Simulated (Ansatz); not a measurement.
Zn3O3H12, a cluster cut from wurtzite ZnO (hydrogen-capped). Charge 0, multiplicity 3. Geometry PBE-D4/def2-SVP, that of the neutral singlet; atoms count from 1.

```xyz
18

O     1.2011    1.1421    1.2557
Zn    1.1770    2.0792   -0.9041
O    -0.2391    0.5486   -1.9921
Zn    0.2957   -0.6730    2.4464
O    -0.9586   -1.6938    0.7351
Zn   -1.4761   -1.4034   -1.5407
H     2.1611    1.0300    1.4161
H     0.9240    1.9058    1.8034
H     0.0653    3.1563   -0.6029
H     2.5300    1.4306   -1.3886
H    -0.9294    1.1366   -2.3635
H     0.3125    0.2678   -2.7517
H    -0.9094    0.1218    3.0809
H     1.5592   -1.6069    2.3146
H    -1.8476   -1.7396    1.1443
H    -0.6093   -2.6091    0.7468
H    -0.4013   -2.4197   -2.0868
H    -2.8550   -0.6733   -1.3129
```

At PBE0-D4/def2-TZVP a singlet of charge 0 lies 5.46 eV below the triplet at the same geometry.

Problem. Estimate the Mulliken populations from the PBE0/def2-TZVP orbitals of Ansatz.

Solution. 
| atom | charge (e) | spin (α − β) | d electrons |
| --- | --- | --- | --- |
| O1 | -0.54 | -0.08 | – |
| Zn2 | -0.31 | 0.94 | 10.02 |
| O3 | -0.53 | -0.08 | – |
| Zn4 | 0.12 | 0.05 | 10.02 |
| O5 | -0.62 | 0.00 | – |
| Zn6 | 0.12 | 0.06 | 10.02 |
| H7 | 0.34 | 0.05 | – |
| H8 | 0.34 | 0.05 | – |
| H9 | 0.06 | 0.36 | – |
| H10 | 0.06 | 0.36 | – |
| H11 | 0.33 | 0.06 | – |
| H12 | 0.33 | 0.06 | – |
| H13 | -0.12 | 0.03 | – |
| H14 | -0.12 | 0.03 | – |
| H15 | 0.38 | 0.00 | – |
| H16 | 0.38 | 0.00 | – |
| H17 | -0.11 | 0.05 | – |
| H18 | -0.11 | 0.05 | – |
Mulliken values and Mayer orders depend strongly on the basis.

Problem. Where does the spin sit?

Solution. Summed by element: O -0.16, Zn 1.06, H 1.10, of 2 unpaired in all. Largest on single atoms: Zn2 0.94, H9 0.36, H10 0.36.
